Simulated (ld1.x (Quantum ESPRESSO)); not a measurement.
What one change does to a pseudopotential (oxygen, PAW)

ld1.x (Quantum ESPRESSO) 7.5 input, shortened:

```
&input
   title='O', zed=8., rel=1, dft='PZ', iswitch=3,
   config='[He] 2s1 2p5 3d-2'
 /
 &inputp
   pseudotype=3, lpaw=.true., tm=.true., lloc=-2, rcloc=0.70,
   nlcc=.true., new_core_ps=.true.,
   which_augfun='PSQ', rmatch_augfun=0.60
 /
6
2S  1  0   1.00   0.00  0.60  0.75  0.0
2S  1  0   0.00  -0.95  0.60  0.75  0.0
2P  2  1   5.00   0.00  1.00  1.15  0.0
2P  2  1   0.00   0.05  1.00  1.15  0.0
3D  3  2  -2.00   0.35  0.95  1.15  0.0
3D  3  2  -2.00   2.40  0.95  1.15  0.0
 &test
   configts(1)='2s1 2p5'
 /
```

All-electron outer shells of the reference configuration (LDA (PZ), scalar-relativistic, ld1.x):

```tsv
shell	level (eV)	outermost node (bohr)	outermost maximum (bohr)
1s	-511.50	–	0.13
2s	-24.21	0.28	0.88
2p	-9.60	–	0.82
```

Change: local potential all-electron potential smoothed inside 1.34 bohr (lloc = -2).

Cutoffs: the cutoffs (Ry, on a coarse ladder) from which the occupation-weighted sum of valence levels, in a spherical-Bessel basis at the reference potential, stays within 10 and 1 mRy of its value at 400 Ry; they do not see the model core or the augmentation charge, which bear on the density cutoff. Errors are all-electron minus pseudo energies relative to the spin-unpolarised reference configuration.

Task: How do hardness, ghosts and transferability respond?

Result: The potential gets neither clearly harder nor softer (55 Ry and 100 Ry → 55 Ry and 100 Ry); of the 9 tests that both files solve, the error grows in 2 and shrinks in 5 by more than 15 % and 0.3 meV (median size 1.2 → 0.8 meV); neither file shows a bound ghost.

| quantity | base | changed |
| --- | --- | --- |
| cutoff, loose | 55 Ry | 55 Ry |
| cutoff, tight | 100 Ry | 100 Ry |
| loose cutoff by channel (10 mRy a level) | s 45 Ry, p 45 Ry | s 50 Ry, p 45 Ry |
| bound ghosts | none | none |
| error for 2s2 2p4, meV [ΔE -14.58 eV] | 0.0 | -0.4 |
| error for 2s2 2p3, meV [ΔE 2.00 eV] | -1.6 | -1.2 |
| error for 2s2 2p2, meV [ΔE 35.71 eV] | -9.3 | -2.8 |
| error for 2s2 2p4.3, meV [ΔE -16.76 eV] | +0.2 | -0.1 |
| error for 2s0 2p6, meV [ΔE 14.64 eV] | -1.1 | -0.5 |
| error for 2s2 2p1, meV [ΔE 89.67 eV] | -24 | -7.3 |
| error for 2s2 2p3.5, meV [ΔE -8.22 eV] | -0.5 | -0.8 |
| error for 2s1 2p5 (spin-polarised), meV [ΔE -1.56 eV] | -1.2 | -0.6 |
| error for 2s2 2p4 (spin-polarised), meV [ΔE -15.99 eV] | -1.2 | -1.4 |
| lowest overlap eigenvalue by channel | s 0.56, p 0.94, d 0.25 | s 0.14, p 0.87, d 0.94 |
